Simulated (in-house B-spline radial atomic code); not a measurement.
Configurations of Sc⁺, with energies counted from [Ar] (3d3/2)1 4s1. Method: Dirac-Hartree-Fock, average of each configuration as written, Fermi nucleus of rms radius 3.5459 fm. Calculated with a radial B-spline atomic code at the basis-set limit. Energies include first-order Breit, QED and recoil terms.

Occupations are held fixed; configurations that lie above the ionisation limit could autoionise.

| configuration | E - E(ref) (eV) | highest orbital | its <r> (bohr) |
| --- | --- | --- | --- |
| [Ar] (3d5/2)2 | 1.5175 | 3d5/2 | 1.919 |
| [Ar] (3d5/2)1 6s1 | 8.9589 | 6s1/2 | 13.08 |
| [Ar] 4s1 (5p1/2)1 | 10.231 | 5p1/2 | 8.452 |
| [Ar] 4s1 (6p3/2)1 | 12.142 | 6p3/2 | 14.43 |
| [Ne] 3s2 (3p1/2)1 (3p3/2)4 (3d5/2)1 4s2 | 33.701 | 4s1/2 | 3.229 |
| [Ne] 3s2 (3p1/2)2 (3p3/2)3 (3d3/2)1 4s1 (5g7/2)1 | 44.416 | 5g7/2 | 13.73 |

Question: Order these further configurations by energy, lowest first.
A. [Ar] (3d5/2)1 4s1
B. [Ar] 4s2
C. [Ar] 4s1 (4f5/2)1
D. [Ar] (3d3/2)1 (6g7/2)1
E. [Ne] 3s2 (3p1/2)2 (3p3/2)3 (3d3/2)1 4s1 (6f5/2)1

Answer: A (0.019027 eV), B (1.7588 eV), D (10.564 eV), C (11.465 eV), E (45.062 eV).

Question: How far above the reference does [Ne] 3s2 (3p1/2)1 (3p3/2)4 (3d3/2)1 4s1 (5p3/2)1 lie?

Answer: 43.721 eV; its least bound orbital is 5p3/2 with <r> = 8.423 bohr.

Question: How far above the reference does [Ar] (3d5/2)1 (7d3/2)1 lie?

Answer: 10.76 eV; its least bound orbital is 7d3/2 with <r> = 29.05 bohr.
